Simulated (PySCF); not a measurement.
Isomers of C6H13PSi, mass 144.052 u with the commonest isotopes. Computed with PBE0/pcSseg-1 in PySCF (dipole) on a GFN2-xTB geometry, gas phase. One conformer each, none proved a minimum here; rigid rotors.

**Question.** Order these by rotational constant C, largest first.
A. `C#CP(C)[Si](C)(C)C`
B. `[CH3:1][SiH2:2][P:3]1[CH:4]=[C:5]([CH3:6])[CH2:7][CH2:8]1` with C1–Si2–P3–C4 76°, Si2–P3–C4–C5 90°, C4–C5–C7–C8 17°, C5–C7–C8–P3 -23°, Si2–P3–C8–C7 -79°
C. `[CH3:1][CH:2]([CH3:3])[CH2:4][P:5]=[C:6]=[CH:7][SiH3:8]` with C1–C2–C4–P5 -175°, C2–C4–P5–C6 60°
D. `[CH3:1][CH2:2][P:3]1[CH:4]=[C:5]([SiH3:6])[CH2:7][CH2:8]1` with C1–C2–P3–C4 -80°, C2–P3–C4–C5 -90°, C4–C5–C7–C8 -13°, C5–C7–C8–P3 19°, C2–P3–C8–C7 82°
E. `[H]/[P:4]=[C:3](\[CH:2]=[CH2:1])[Si:5]([CH3:6])([CH3:7])[CH3:8]` with C1–C2–C3–P4 179°
F. `[CH3:1][C:2]1=[CH:3][P:4]([CH2:5][SiH3:6])[CH2:7][CH2:8]1` with C3–P4–C5–Si6 -48°, C2–C3–P4–C5 98°, C3–P4–C7–C8 10°, P4–C7–C8–C2 -13°, C1–C2–C8–C7 -171°

**Answer.** F (935.4 MHz), A (906.7 MHz), E (862.8 MHz), B (818.5 MHz), D (716.9 MHz), C (646.8 MHz).

**Question.** Order these by rotational constant B, smallest first.
A. `[H]/[P:4]=[C:3](\[CH:2]=[CH2:1])[Si:5]([CH3:6])([CH3:7])[CH3:8]` with C1–C2–C3–P4 179°
B. `[CH3:1][SiH2:2][P:3]1[CH:4]=[C:5]([CH3:6])[CH2:7][CH2:8]1` with C1–Si2–P3–C4 76°, Si2–P3–C4–C5 90°, C4–C5–C7–C8 17°, C5–C7–C8–P3 -23°, Si2–P3–C8–C7 -79°
C. `[CH3:1][CH:2]([CH3:3])[CH2:4][P:5]=[C:6]=[CH:7][SiH3:8]` with C1–C2–C4–P5 -175°, C2–C4–P5–C6 60°
D. `[CH3:1][C:2]1=[CH:3][P:4]([CH2:5][SiH3:6])[CH2:7][CH2:8]1` with C3–P4–C5–Si6 -48°, C2–C3–P4–C5 98°, C3–P4–C7–C8 10°, P4–C7–C8–C2 -13°, C1–C2–C8–C7 -171°
E. `C#CP(C)[Si](C)(C)C`
F. `[CH3:1][C:2]1=[C:3]([SiH3:4])[CH2:5][CH2:6][P:7]1[CH3:8]` with C2–C3–C5–C6 -14°, C3–C5–C6–P7 21°, C5–C6–P7–C8 79°, C1–C2–P7–C6 -170°
G. `[CH:1]#[C:2][PH:3][CH2:4][Si:5]([CH3:6])([CH3:7])[CH3:8]` with C2–P3–C4–Si5 170°
H. `[CH3:1][CH2:2][P:3]1[CH:4]=[C:5]([SiH3:6])[CH2:7][CH2:8]1` with C1–C2–P3–C4 -80°, C2–P3–C4–C5 -90°, C4–C5–C7–C8 -13°, C5–C7–C8–P3 19°, C2–P3–C8–C7 82°

**Answer.** G (662.7 MHz), C (802.0 MHz), H (844.9 MHz), B (940.6 MHz), F (1016 MHz), E (1072 MHz), D (1136 MHz), A (1233 MHz).

**Question.** Order these by out-of-plane moment Σ m c² = (Ia + Ib − Ic)/2, smallest first.
A. `[CH3:1][C:2]1=[CH:3][P:4]([CH2:5][SiH3:6])[CH2:7][CH2:8]1` with C3–P4–C5–Si6 -48°, C2–C3–P4–C5 98°, C3–P4–C7–C8 10°, P4–C7–C8–C2 -13°, C1–C2–C8–C7 -171°
B. `P(C#C)(C)[Si](C)(C)C`
C. `[CH3:1][CH2:2][P:3]1[CH:4]=[C:5]([SiH3:6])[CH2:7][CH2:8]1` with C1–C2–P3–C4 -80°, C2–P3–C4–C5 -90°, C4–C5–C7–C8 -13°, C5–C7–C8–P3 19°, C2–P3–C8–C7 82°
D. `[CH:1]#[C:2][PH:3][CH2:4][Si:5]([CH3:6])([CH3:7])[CH3:8]` with C2–P3–C4–Si5 170°
E. `[CH3:1][SiH2:2][P:3]1[CH:4]=[C:5]([CH3:6])[CH2:7][CH2:8]1` with C1–Si2–P3–C4 76°, Si2–P3–C4–C5 90°, C4–C5–C7–C8 17°, C5–C7–C8–P3 -23°, Si2–P3–C8–C7 -79°
F. `[H]/[P:4]=[C:3](\[CH:2]=[CH2:1])[Si:5]([CH3:6])([CH3:7])[CH3:8]` with C1–C2–C3–P4 179°
G. `[CH3:1][CH:2]([CH3:3])[CH2:4][P:5]=[C:6]=[CH:7][SiH3:8]` with C1–C2–C4–P5 -175°, C2–C4–P5–C6 60°

**Answer.** C (53.37 u·Å²), G (69.90 u·Å²), E (72.11 u·Å²), F (83.45 u·Å²), D (86.04 u·Å²), A (91.02 u·Å²), B (104.62 u·Å²).

```tsv
SMILES	point group	Ia (u·Å²)	Ib (u·Å²)	Ic (u·Å²)	κ	μa (D)	μb (D)	μc (D)
CCP1C=C([SiH3])CC1	C1	213.60	598.12	704.98	-0.84	0.23	0.10	1.30
[H]/P=C(\C=C)[Si](C)(C)C	C1	342.80	409.85	585.75	0.21	0.58	1.29	0.02
C[SiH2]P1C=C(C)CC1	C1	224.34	537.31	617.43	-0.83	1.28	0.77	1.02
CC1=CP(C[SiH3])CC1	C1	277.38	444.94	540.27	-0.55	0.80	1.09	0.58
C#CP(C)[Si](C)(C)C	C1	295.09	471.52	557.38	-0.59	0.97	0.05	1.33
CC1=C([SiH3])CCP1C	C1	225.02	497.20	615.06	-0.73	0.11	0.40	0.82
CC(C)CP=C=C[SiH3]	C1	291.05	630.16	781.40	-0.72	0.18	1.33	0.79
C#CPC[Si](C)(C)C	C1	199.66	762.58	790.15	-0.98	1.11	0.99	0.42
```
